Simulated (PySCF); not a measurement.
The numbers are results of B3LYP-D3(BJ)/def2-TZVP in PySCF, not measurements. Isolated molecules, 0 K electronic values unless said otherwise. One relaxed conformer stands for a flexible species; it need not be the lowest. B3LYP has the VWN-RPA correlation part, as in Gaussian. Excitations are Tamm–Dancoff values on a coarser integration grid. The basis has no diffuse functions, so Rydberg states are missing or too high.

Reference species (SMILES): `OC1=COC1` (H–O–C–C torsion 0°) (neutral, multiplicity 1).

```yaml
brightest of the four lowest singlets (TDA): 6.31 eV
HOMO: -5.68 eV
HOMO–LUMO gap: 5.94 eV
```

After one change: the brightest of the four lowest singlets (TDA) goes up by 0.88 eV; the HOMO drops by 1.87 eV; the HOMO–LUMO gap rises by 0.05 eV.

Q: What was changed between the two runs? The new species is one of these.
(A) `O=CCC=O` (O–C–C–C torsion -70°, C–C–C–O torsion -126°)
(B) `O=C/C=C/O` (O–C–C–C torsion 0°, C–C–O–H torsion 0°)
(C) `O=C[C@@H]1CO1` (O–C–C–O torsion 155°)
(D) `O=C=CCO`

A: C, `O=C[C@@H]1CO1` (O–C–C–O torsion 155°)
